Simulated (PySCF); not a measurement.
**Computed properties of C₂H₆BFO₂, SMILES C(B(CO)F)O**

C2H6BFO2, SMILES OCB(F)CO. Coordinates come from a B3LYP-D3(BJ)/def2-SVP optimisation. This is a generated structure with no PubChem entry under its InChIKey; it may be hypothetical. One conformer was computed; it need not be the lowest. All values are computed for the isolated molecule unless a solvent is named; none is compared with measurement here.

**Structure.** The optimised structure has C2 symmetry. All 30 harmonic modes at B3LYP-D3(BJ)/def2-SVP (PySCF) are real, so it is a minimum. With heavy atoms numbered as in [OH:1][CH2:2][B:3]([F:4])[CH2:5][OH:6], the shortest bond between them is B3–F4 at 1.341 Å and the longest C2–B3 at 1.572 Å.

**Vibrations.** The strongest infrared lines (harmonic, unscaled, degenerate partners summed) lie at 1018 cm⁻¹ (207 km/mol, B 37 %, O 31 %, C 25 %), 1345 cm⁻¹ (172 km/mol, B 63 %, F 17 %, H 13 %), 269 cm⁻¹ (171 km/mol, H 65 %, O 18 %, F 10 %). The softest mode is at 68 cm⁻¹ and the zero-point energy is 56.5 kcal/mol.

**Electronic structure.** r2SCAN/def2-TZVP (PySCF) places the frontier levels at -6.38 and -1.12 eV, a gap of 5.26 eV, and gives a dipole moment of 0.03 D and a mean polarisability of 46.8 bohr³. PBE/def2-TZVP (PySCF) at the same geometry gives -6.05 and -1.51 eV, so its gap is 0.72 eV narrower. An orbital gap is neither the optical nor the fundamental gap.

**Excitations.** TDA-ωB97X/def2-SVPD (PySCF) has S1 at 6.24 eV (199 nm, f = 0.003, weak); the most intense of the 10 singlets computed lies at 7.38 eV (f = 0.05). T1 (TDA) is at 5.78 eV, 0.46 eV under S1. TDA-PBE/def2-SVPD (PySCF) puts S1 at 4.67 eV. No vertical singlet excitation falls in the visible range (under 3.1 eV).

**NMR.** GIAO shifts at HF/pcSseg-1 (PySCF) (non-relativistic, atoms alike by connectivity averaged): ¹³C at 50.6 ppm against TMS; ¹H from 1.2 to 3.5 ppm against TMS; ¹⁹F at -36.1 ppm against CFCl3; ¹¹B at 44.3 ppm against BF3.
